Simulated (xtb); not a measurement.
C6H13O3 (SMILES CO[CH]COCCOC), doublet, at a GFN2-xTB geometry. Base run: GFN0-xTB run with xtb 6.7.1.

Input for xtb:
```
$ xtb mol.xyz --gfn 0 --uhf 1 --json

# file mol.xyz
22

C      3.00650453     1.00542928    -0.75041747
O      3.01894714    -0.34964243    -1.12331354
C      2.27916703    -1.22461918    -0.38696747
C      1.36481069    -0.82777965     0.70139829
O      0.23148042    -0.10828951     0.18727885
C     -0.70117779     0.23716826     1.17824788
C     -1.93992059     0.82295929     0.50953329
O     -2.81811743    -0.22391593     0.17817916
C     -3.93074547     0.20535271    -0.56073339
H      3.54485106     1.53987787    -1.53207628
H      3.51795192     1.15941075     0.20677616
H      1.98306070     1.38332931    -0.67761893
H      2.15798165    -2.16375884    -0.89555511
H      1.01153598    -1.73103614     1.21675663
H      1.87054181    -0.18290689     1.44127751
H     -0.26158487     0.97404097     1.87093436
H     -0.99999943    -0.65044611     1.75345677
H     -1.63061074     1.36767616    -0.39435006
H     -2.43758327     1.53037026     1.19279443
H     -4.52381770     0.93858039     0.00177367
H     -3.62735417     0.65675122    -1.51357649
H     -4.53528418    -0.67817003    -0.75411518
```

The base run was repeated with changes; each row names its change, and settings that it needs were set with it.

```tsv
change	ΔE vs base (mEh)
base	0.000
etemp = 10000	-37.305
acc = 0.1	0.000
acc = 1000	0.000
```
